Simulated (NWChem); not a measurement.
A series in which one site is exchanged, each optimised at PBE0/def2-SVP with NWChem, gas phase unless a solvent is named. Pople sets run with spherical d functions. This build's default masses of Se (78.918 u) and Br (79.917 u) are each other's, which moves their modes by up to 0.6 %. Shieldings are non-relativistic GIAO values without spin-orbit effects.

A: [AlH2][SeH] (AlH3Se; site = Al)
B: [GaH2][SeH] (GaH$_{3}$Se; site = Ga)
C: B[SeH] (BH3Se; site = B)

Q: Rank them by Se absolute shielding, B3LYP/6-31G* (ppm), lowest first.

A: C (1661.7), B (1875.8), A (2007.4)
